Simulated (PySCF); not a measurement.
## Core-level binding energies of (HAlPH)3 ring

Species: (HAlPH)3 ring, Al3H6P3.
Structure used (PBE0-D3(BJ)/def2-SVP), in Å, numbered top down from 1:
```xyz
12
Al3H6P3 angstrom
Al    -0.7757    1.4716    1.1616
H     -2.2209    1.8474    1.6966
P      0.1551    2.4833   -0.7098
Al    -0.2188    0.5569   -1.9484
H     -1.3662    0.4569   -3.0387
P      1.2801   -1.1385   -1.5374
Al     0.5876   -1.6496    0.6000
H      0.2596   -3.1533    0.9858
P      0.6108   -0.0211    2.2311
H      1.4267    1.9379   -0.3213
H      0.6702   -2.2359   -2.2161
H     -0.2929   -0.6384    3.1476
```

Theory: delta-SCF UKS SCAN, pcX-2 on the ionised atom, pcseg-1 elsewhere, spin-free X2C in PySCF. Vertical ΔSCF values, vacuum level as zero.

Question: What binding energy does each computed site have?

Answer: 
```csv
atom(s),bonded to,level,binding energy (eV),2p1/2 (eV),count
P3,H and 2 Al,P 1s,2148.79,–,1
Al1/Al4/Al7,H and 2 P,Al 1s,1566.65,–,3
P3,H and 2 Al,P 2p3/2,135.35,136.24,1
```

Question: Give the binding energy of P 2p3/2 of P3 in hartree and in kJ/mol.

Answer: 135.35 eV = 4.9740 Eh = 13059 kJ/mol.

One atom of each set of topologically equivalent atoms was ionised and stands for the set; in this conformer not all members are related by symmetry, and their own values weren't computed. The list is incomplete; no value stands for P 1s of P6, P9 or P 2p of P6, P9. The 2p values aren't plain energy differences: one relaxed spin-free 2p hole is combined with a matrix within the shell (ground-state 2p orbital-energy differences and spin–orbit coupling). 2p3/2, the mean of its two sublevels, lies a third of the splitting below the shell's mean and 2p1/2 two thirds above it; the statistical areas are 2:1. 2p1/2 minus 2p3/2 (ligand field included): P 0.89 eV. Geometry: PBE0-D3(BJ)/def2-SVP, one conformer, isolated molecule.

Time: 62 s wall; peak memory 0.60 GiB. Hardware: one thread of an AMD EPYC, shared host.
